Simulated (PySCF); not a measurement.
The multiplicity is imposed and other spin states were not computed.

Z-matrix (Å, degrees):
```
Ti
Cl 1 2.1895
Cl 1 2.1895 2 119.88
Cl 1 2.1896 2 120.08 3 179.78
```
Charge 0, spin multiplicity 2.

Problem. Predict the charge on the central atom (meta-Löwdin), highest occupied spin orbital, charge on the central atom (Mulliken), spin population on the central atom (Mulliken) and dipole moment from PySCF with BP86-D3(BJ)/def2-TZVP // BP86-D3(BJ)/def2-SVP.

Solution. 
| Item | Result |
|---|---|
| charge on the central atom (meta-Löwdin) | 0.99 e |
| highest occupied spin orbital | -5.64 eV |
| charge on the central atom (Mulliken) | 0.91 e |
| spin population on the central atom (Mulliken) | 1.11 |
| dipole moment | 0.002 e·Å |
